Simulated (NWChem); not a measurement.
Everything below was run with NWChem. System: C$_{2}$H$_{6}$BBr, charge 0, spin multiplicity 1, at a geometry optimised with PBE0/def2-SVP. The structure started from a generated list of species. Level: LDA (SVWN5)/def2-TZVP.

Job file:

```
start mol
memory heap 200 mb stack 800 mb global 1000 mb
geometry units angstroms nocenter noautoz noautosym
  B      0.722755     0.567214    -0.044007
  Br    -0.799532    -0.625192     0.048237
  C      0.590649     1.866621    -0.901257
  H      1.555961     2.184142    -1.326511
  H      0.284915     2.671255    -0.204401
  H     -0.171546     1.819580    -1.690732
  C      2.012606     0.170050     0.743681
  H      2.629035     1.042090     1.012182
  H      2.624759    -0.442983     0.053900
  H      1.827178    -0.448444     1.632765
end
basis spherical
  * library def2-tzvp
end
dft
  xc slater vwn_5
  semidirect memsize 60000000 filesize 0
  iterations 100
end
task dft energy
```

NWChem printed:

```
             Northwest Computational Chemistry Package (NWChem) 7.3.0
             --------------------------------------------------------

                                NWChem Input Module
                                -------------------

 Scaling coordinates for geometry "geometry" by  1.889725989
 (inverse scale =  0.529177249)

                             Geometry "geometry" -> ""
                             -------------------------

 Output coordinates in angstroms (scale by  1.889725989 to convert to a.u.)

  No.       Tag          Charge          X              Y              Z
 ---- ---------------- ---------- -------------- -------------- --------------
    1 B                    5.0000     0.72275500     0.56721400    -0.04400700
    2 Br                  35.0000    -0.79953200    -0.62519200     0.04823700
    3 C                    6.0000     0.59064900     1.86662100    -0.90125700
    4 H                    1.0000     1.55596100     2.18414200    -1.32651100
    5 H                    1.0000     0.28491500     2.67125500    -0.20440100
    6 H                    1.0000    -0.17154600     1.81958000    -1.69073200
    7 C                    6.0000     2.01260600     0.17005000     0.74368100
    8 H                    1.0000     2.62903500     1.04209000     1.01218200
    9 H                    1.0000     2.62475900    -0.44298300     0.05390000
   10 H                    1.0000     1.82717800    -0.44844400     1.63276500

 Effective nuclear repulsion energy (a.u.)     214.6969086658

            Nuclear Dipole moment (a.u.)
            ----------------------------
        X                 Y               Z
 ---------------- ---------------- ----------------
    -0.0000245664     0.0000302356     0.0000132281


 Summary of "ao basis" -> "" (spherical)
 ------------------------------------------------------------------------------
       Tag                 Description            Shells   Functions and Types
 ---------------- ------------------------------  ------  ---------------------
 *                         def2-tzvp                  on all atoms

                                 NWChem DFT Module
                                 -----------------

 Summary of "ao basis" -> "ao basis" (spherical)
 ------------------------------------------------------------------------------
       Tag                 Description            Shells   Functions and Types
 ---------------- ------------------------------  ------  ---------------------
 B                         def2-tzvp                11       31   5s3p2d1f
 Br                        def2-tzvp                16       48   6s5p4d1f
 C                         def2-tzvp                11       31   5s3p2d1f
 H                         def2-tzvp                 4        6   3s1p

 Summary of "ao basis" -> "ao basis" (spherical)
 ------------------------------------------------------------------------------
       Tag                 Description            Shells   Functions and Types
 ---------------- ------------------------------  ------  ---------------------
 B                         def2-tzvp                11       31   5s3p2d1f
 Br                        def2-tzvp                16       48   6s5p4d1f
 C                         def2-tzvp                11       31   5s3p2d1f
 H                         def2-tzvp                 4        6   3s1p

            General Information
            -------------------
          SCF calculation type: DFT
          Wavefunction type:  closed shell.
          No. of atoms     :    10
          No. of electrons :    58
           Alpha electrons :    29
            Beta electrons :    29
          Charge           :     0
          Spin multiplicity:     1
          Use of symmetry is: off; symmetry adaption is: off
          Maximum number of iterations: 100
          AO basis - number of functions:   177
                     number of shells:    73
          Convergence on energy requested:  1.00D-06
          Convergence on density requested:  1.00D-05
          Convergence on gradient requested:  5.00D-04

              XC Information
              --------------
                        Slater Exchange Functional  1.000 local
                      VWN V Correlation Functional  1.000 local

             Grid Information
             ----------------
          Grid used for XC integration:  medium
          Radial quadrature: Mura-Knowles
          Angular quadrature: Lebedev.
          Tag              B.-S. Rad. Rad. Pts. Rad. Cut. Ang. Pts.
          ---              ---------- --------- --------- ---------
          B                   0.85       49           9.0       434
          Br                  1.15      112          11.0       590
          C                   0.70       49          11.0       434
          H                   0.35       45          12.0       434
          Grid pruning is: on
          Number of quadrature shells:   529
          Spatial weights used:  Erf1

          Convergence Information
          -----------------------
          Convergence aids based upon iterative change in
          total energy or number of iterations.
          Levelshifting, if invoked, occurs when the
          HOMO/LUMO gap drops below (HL_TOL):  1.00D-02
          DIIS, if invoked, will attempt to extrapolate
          using up to (NFOCK): 10 stored Fock matrices.

                    Damping( 0%)  Levelshifting(0.5)       DIIS
                  --------------- ------------------- ---------------
          dE  on:    start            ASAP                start
          dE off:    2 iters        100 iters           100 iters

      Screening Tolerance Information
      -------------------------------
          Density screening/tol_rho:  1.00D-10
          AO Gaussian exp screening on grid/accAOfunc:  14
          CD Gaussian exp screening on grid/accCDfunc:  20
          XC Gaussian exp screening on grid/accXCfunc:  20
          Schwarz screening/accCoul:  1.00D-08

      Superposition of Atomic Density Guess
      -------------------------------------

 Sum of atomic energies:       -2675.27522453

      Non-variational initial energy
      ------------------------------

 Total energy =   -2677.358657
 1-e energy   =   -4145.179001
 2-e energy   =    1253.123435
 HOMO         =      -0.364237
 LUMO         =      -0.355151

------------------------------------------------------------
EAF file 0: "./mol.aoints.0" size=524288 bytes
------------------------------------------------------------
               write      read    awrite     aread      wait
               -----      ----    ------     -----      ----
     calls:        1         0         0         0         0
   data(b): 5.24e+05  0.00e+00  0.00e+00  0.00e+00
   time(s): 0.00e+00  0.00e+00  0.00e+00  0.00e+00  0.00e+00
rate(mb/s): 0.00e+00  0.00e+00
------------------------------------------------------------

 Grid integrated density:      57.999863636155
 Requested integration accuracy:   0.10E-05

   convergence    iter        energy       DeltaE   RMS-Dens  Diis-err    time
 ---------------- ----- ----------------- --------- --------- ---------  ------
 d= 0,ls=0.0,diis     1  -2671.7973876111 -2.89D+03  8.61D+00  8.69D+00    15.9
 d= 0,ls=0.0,diis     2  -2673.9796345681 -2.18D+00  1.17D-02  2.16D+00    20.7
 d= 0,ls=0.0,diis     3  -2674.0797876974 -1.00D-01  6.49D-03  1.70D+00    26.1
 d= 0,ls=0.0,diis     4  -2674.3040109842 -2.24D-01  2.01D-03  1.09D-01    31.4
 d= 0,ls=0.0,diis     5  -2674.3200871019 -1.61D-02  5.49D-04  2.99D-02    36.7
  Resetting Diis
 d= 0,ls=0.0,diis     6  -2674.3232419512 -3.15D-03  9.43D-05  5.29D-04    42.0
 d= 0,ls=0.0,diis     7  -2674.3232913391 -4.94D-05  4.49D-05  4.33D-05    47.3
 d= 0,ls=0.0,diis     8  -2674.3232828371  8.50D-06  2.74D-05  1.11D-04    52.5
 d= 0,ls=0.0,diis     9  -2674.3232969294 -1.41D-05  3.44D-06  6.38D-07    57.5
 d= 0,ls=0.0,diis    10  -2674.3232970092 -7.97D-08  1.15D-06  8.37D-08    62.1

         Total DFT energy =    -2674.323297009155
      One electron energy =    -4148.557572487142
           Coulomb energy =     1363.287836008997
    Exchange-Corr. energy =     -103.750469196821
 Nuclear repulsion energy =      214.696908665812

 Numeric. integr. density =       57.999981845225

     Total iterative time =     59.3s

                       DFT Final Molecular Orbital Analysis
                       ------------------------------------

 Vector   27  Occ=2.000000D+00  E=-3.029842D-01
              MO Center=  4.1D-01,  3.3D-01, -2.7D-02, r^2= 4.1D+00
   Bfn.  Coefficient  Atom+Function         Bfn.  Coefficient  Atom+Function
  ----- ------------  ---------------      ----- ------------  ---------------
    47      0.256351   2 Br px               48      0.200381   2 Br py
    41     -0.198106   2 Br px               44      0.186089   2 Br px
   134      0.174204   7 C  px                6     -0.171696   1 B  px
    42     -0.154784   2 Br py               86      0.154827   3 C  py
    50      0.150279   2 Br px               45      0.145395   2 Br py

 Vector   28  Occ=2.000000D+00  E=-2.759861D-01
              MO Center= -5.8D-01, -4.5D-01,  3.6D-02, r^2= 2.1D+00
   Bfn.  Coefficient  Atom+Function         Bfn.  Coefficient  Atom+Function
  ----- ------------  ---------------      ----- ------------  ---------------
    49      0.358552   2 Br pz               43     -0.261868   2 Br pz
    48      0.253988   2 Br py               46      0.242722   2 Br pz
    52      0.221828   2 Br pz               42     -0.184847   2 Br py
    47     -0.176883   2 Br px               45      0.171124   2 Br py
    51      0.155348   2 Br py               41      0.128798   2 Br px

 Vector   29  Occ=2.000000D+00  E=-2.470981D-01
              MO Center= -4.3D-01, -3.4D-01,  2.5D-02, r^2= 2.7D+00
   Bfn.  Coefficient  Atom+Function         Bfn.  Coefficient  Atom+Function
  ----- ------------  ---------------      ----- ------------  ---------------
    49      0.298248   2 Br pz               48     -0.264176   2 Br py
    47      0.223580   2 Br px               43     -0.218380   2 Br pz
    46      0.204862   2 Br pz               52      0.202820   2 Br pz
    42      0.194321   2 Br py               45     -0.182601   2 Br py
    51     -0.182411   2 Br py               41     -0.164637   2 Br px

 Vector   30  Occ=0.000000D+00  E=-7.671498D-02
              MO Center=  6.2D-01,  4.9D-01, -3.6D-02, r^2= 3.0D+00
   Bfn.  Coefficient  Atom+Function         Bfn.  Coefficient  Atom+Function
  ----- ------------  ---------------      ----- ------------  ---------------
     8      0.324469   1 B  pz              119     -0.324488   5 H  s
   168      0.325741   9 H  s                14      0.316349   1 B  pz
    11      0.311731   1 B  pz               10      0.250360   1 B  py
    13      0.214154   1 B  py                7      0.212875   1 B  py
    52     -0.206506   2 Br pz                9     -0.177156   1 B  px

 Vector   31  Occ=0.000000D+00  E=-3.178966D-03
              MO Center=  1.2D+00,  9.5D-01, -7.4D-02, r^2= 8.0D+00
   Bfn.  Coefficient  Atom+Function         Bfn.  Coefficient  Atom+Function
  ----- ------------  ---------------      ----- ------------  ---------------
    84     -2.929589   3 C  s               133     -2.913031   7 C  s
     5      2.752482   1 B  s                 4      0.978694   1 B  s
   119      0.742292   5 H  s               168      0.743094   9 H  s
   113      0.664494   4 H  s               162      0.660041   8 H  s
   174      0.512652  10 H  s                37     -0.503389   2 Br s

 Vector   32  Occ=0.000000D+00  E= 2.678253D-02
              MO Center= -7.5D-02, -4.6D-02,  2.7D-03, r^2= 5.0D+00
   Bfn.  Coefficient  Atom+Function         Bfn.  Coefficient  Atom+Function
  ----- ------------  ---------------      ----- ------------  ---------------
   125      0.953855   6 H  s               174      0.927654  10 H  s
     4     -0.820697   1 B  s               133     -0.685207   7 C  s
    84     -0.601361   3 C  s                50      0.510825   2 Br px
    51      0.399673   2 Br py               37      0.394596   2 Br s
    91      0.358644   3 C  px              142     -0.315157   7 C  pz

------------------------------------------------------------
EAF file 0: "./mol.aoints.0" size=524288 bytes
------------------------------------------------------------
               write      read    awrite     aread      wait
               -----      ----    ------     -----      ----
     calls:        1         9         0         0         0
   data(b): 5.24e+05  4.72e+06  0.00e+00  0.00e+00
   time(s): 0.00e+00  0.00e+00  0.00e+00  0.00e+00  0.00e+00
rate(mb/s): 0.00e+00  0.00e+00
------------------------------------------------------------

 center of mass
 --------------
 x =  -0.24807742 y =  -0.19369240 z =   0.01488136

 moments of inertia (a.u.)
 ------------------
         419.597466975439        -231.443736660836         -43.746628613374
        -231.443736660836         544.137318911863          98.300818861585
         -43.746628613374          98.300818861585         785.164669553660

     Multipole analysis of the density
     ---------------------------------

     L   x y z        total         alpha         beta         nuclear
     -   - - -        -----         -----         ----         -------
     0   0 0 0     -0.000000    -29.000000    -29.000000     58.000000

     1   1 0 0      0.544108      0.272066      0.272066     -0.000025
     1   0 1 0      0.421301      0.210635      0.210635      0.000030
     1   0 0 1     -0.031400     -0.015706     -0.015706      0.000013

     2   2 0 0    -27.881991   -140.809755   -140.809755    253.737518
     2   1 1 0      0.311498    -58.442644    -58.442644    117.196785
     2   1 0 1     -0.148050    -14.771231    -14.771231     29.394413
     2   0 2 0    -28.000518   -108.755449   -108.755449    189.510380
     2   0 1 1      0.095099     29.930899     29.930899    -59.766699
     2   0 0 2    -28.655781    -44.032718    -44.032718     59.409655

 Task  times  cpu:       62.2s     wall:       62.2s

 Total times  cpu:       62.2s     wall:       62.2s
```
